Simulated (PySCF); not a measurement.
## Worked example: oscillator strength and radiative lifetime

Te(Br)(OSiH3) (BrH3OSiTe), SMILES [SiH3]O[Te]Br.

Coordinates come from a B3LYP-D3(BJ)/def2-SVP optimisation. This is a generated structure with no PubChem entry under its InChIKey; it may be hypothetical. The def2 effective core potentials stand for the cores of Te; spin–orbit coupling is left out. One conformer was computed; it need not be the lowest.

TDDFT-PBE/def2-SVPD (PySCF) puts the first singlet state with f over 0.02 at 4.67 eV (vertical), with the transition dipole (0.504, -0.254, -0.113) in atomic units.

Problem. Find the oscillator strength, the wavelength and the radiative lifetime that this transition would have in vacuum if emission retraced absorption.

Solution. 
|μ|² = 0.3313 au, so |μ| = 1.46 D. ΔE = 4.67/27.211 = 0.1716 hartree. f = (2/3) ΔE |μ|² = 0.038 (the program prints 0.038).
λ = 1239.84/4.67 = 265 nm; ν = 37666 cm⁻¹.
Einstein's coefficient A = 0.6670 ν² f s⁻¹ (ν in cm⁻¹) = 3.6e7 s⁻¹, so τ = 1/A = 28 ns. This state is S8; the lower singlets have f = 0.001, 0.000, 0.008, 0.006, 0.004, 0.001, 0.001. The figure is the radiative limit of this one transition; relaxation, internal conversion, crossing to triplets and a medium change what is measured.
